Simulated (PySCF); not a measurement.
**A small calculation by hand: chemical shift, span and skew from a shielding tensor**

C2H6ClNSi2, SMILES N[SiH2]C#C[SiH2]Cl. Atoms are numbered in the order given.

```xyz
12

Si     1.9181    -0.4066     0.9766
Cl     2.9099    -0.4178    -0.8516
C      0.1417    -0.0867     0.7053
C     -1.0523     0.1278     0.5277
Si    -2.8482     0.4570     0.1938
N     -3.2389     0.6884    -1.4741
H      2.5037     0.6671     1.8170
H      2.1022    -1.7342     1.6137
H     -3.2051     1.6936     0.9377
H     -3.6029    -0.7213     0.6956
H     -2.9194     1.5316    -1.9432
H     -3.1894    -0.1054    -2.1070
```

The structure is a stationary point at B3LYP-D3(BJ)/def2-SVP. This is a generated structure with no PubChem entry under its InChIKey; it may be hypothetical. One conformer was computed; it need not be the lowest.

GIAO shieldings from PBE/pcSseg-1 in PySCF, non-relativistic, no solvent. The symmetric part of the tensor of N6 has the principal values 227.1, 251.4, 269.0 ppm. The same nucleus in NH3 has σ = 267.0 ppm at this level (PySCF, at its B3LYP-D3(BJ)/def2-TZVP geometry). Without spin–orbit terms, shifts of atoms bonded to Cl or Br come out too high.

Task: Work out the isotropic shielding, the ¹⁵N shift against NH3, the span and the skew.

Result: 
σ(iso) = (σ11 + σ22 + σ33)/3 = 249.2 ppm. δ = σ(ref) − σ(iso) = 267.0 − (249.2) = 17.8 ppm.
Span Ω = σ33 − σ11 = 41.9 ppm. Skew κ = 3(σ(iso) − σ22)/Ω = -0.16. Tumbling in solution averages the tensor to δ; in a static solid the shielding alone would spread this spin-1/2 line over Ω.
